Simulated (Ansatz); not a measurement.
Reactions of CH2AlFO (`O=[CH][AlH][F]`).

Computed with Ansatz on PBE0-D4/def2-TZVP structures; ΔE is electronic, products minus reactants. CBS: MP2 limit from def2 TZ/QZ plus the TZ coupled-cluster correction, frozen cores. This one scheme is used for every species, atoms too. No spin–orbit coupling; open shells (•) take unrestricted orbitals. Spin–orbit coupling would lower the free atoms: a little for Al, C, F, O. Each species was taken in one conformer, which may not be the lowest.

Question: Order these by ΔE at CCSD(T)/CBS, lowest first. (Best estimate.)
A. `O=[CH][AlH][F]` + `NCF` → `F[CH2][AlH][F]` + `NC=O`
B. `O=[CH][AlH][F]` + CH₃NH₂ → `C[NH][AlH][F]` + `C=O`
C. `O=[CH][AlH][F]` → Al• + C• + F• + 2 H• + O•
D. `O=[CH][AlH][F]` → `[F][Al]1[CH2][O]1`

Answer: B (-116.6 kJ/mol), A (-60.9 kJ/mol), D (-17.9 kJ/mol), C (+2273.3 kJ/mol).

Largest T1 diagnostic: 0.018, for Al•.
